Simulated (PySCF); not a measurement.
# Deuteron quadrupole couplings in `CC(=O)CP(P)C[SiH3]`

Compound: C4H12OP2Si.
Geometry (GFN2-xTB, Å), atoms numbered from 1 in this order:
```xyz
20
C4H12OP2Si angstrom
C      3.1804   -0.6840   -0.6897
C      1.8779   -0.5580    0.0482
O      1.8186   -0.3177    1.2345
C      0.6383   -0.6789   -0.7748
P     -0.1461    1.0403   -0.7864
P     -0.1834    1.3222    1.3614
C     -1.9080    0.5375   -1.0789
Si    -2.8631   -0.3580    0.3174
H      3.2505   -1.6681   -1.1490
H      3.2099    0.0621   -1.4825
H      4.0172   -0.5345   -0.0126
H      0.8375   -0.9907   -1.8006
H     -0.0684   -1.3584   -0.2953
H      0.9863    2.0746    1.3909
H     -0.9556    2.4859    1.1912
H     -1.8982   -0.0616   -1.9933
H     -2.4368    1.4611   -1.3312
H     -4.0350   -0.9522   -0.3344
H     -2.0542   -1.4256    0.9114
H     -3.2732    0.6147    1.3286
```

Level: PBE0/pcSseg-1 (PySCF, non-relativistic); Q(2H) = 0.00286 b; rigid geometry, the same for H and D, with no vibrational averaging.

Question: Rank these positions by the coupling χzz of a deuteron there, largest first.
A. H16 (methylene hydrogen)
B. H15 (P–H hydrogen)
C. H18 (Si–H hydrogen)
D. H14 (P–H hydrogen)
E. H13 (methylene hydrogen)

Answer: A (209 kHz), E (205 kHz), D (138 kHz), B (127 kHz), C (108 kHz).

Question: Tabulate Vzz, the asymmetry η and χzz = 234.96 MHz × Q × Vzz for every hydrogen position.

Answer: 
| atom | bonded to | bond length (Å) | Vzz (au) | η | χzz (kHz) |
| --- | --- | --- | --- | --- | --- |
| H9 | C1 | 1.088 | 0.3130 | 0.03 | 210 |
| H10 | C1 | 1.089 | 0.3099 | 0.03 | 208 |
| H11 | C1 | 1.087 | 0.3125 | 0.01 | 210 |
| H12 | C4 | 1.091 | 0.3077 | 0.04 | 207 |
| H13 | C4 | 1.091 | 0.3047 | 0.02 | 205 |
| H14 | P6 | 1.391 | 0.2046 | 0.08 | 138 |
| H15 | P6 | 1.407 | 0.1893 | 0.09 | 127 |
| H16 | C7 | 1.093 | 0.3108 | 0.03 | 209 |
| H17 | C7 | 1.094 | 0.3086 | 0.03 | 207 |
| H18 | Si8 | 1.467 | 0.1607 | 0.00 | 108 |
| H19 | Si8 | 1.465 | 0.1618 | 0.05 | 109 |
| H20 | Si8 | 1.462 | 0.1638 | 0.03 | 110 |

Question: Average by the element that carries the hydrogen.

Answer: on C: 208 kHz over 7 positions, mean bond length 1.090 Å; on P: 132 kHz over 2 positions, mean bond length 1.399 Å; on Si: 109 kHz over 3 positions, mean bond length 1.465 Å.

Isolated species at its GFN2-xTB geometry (one conformer only). GFN2-xTB bond lengths can be off by several hundredths of an ångström, more for odd bonds, and the gradients follow them. The basis is small and wasn't made for field gradients, so the couplings can be 20 % off.
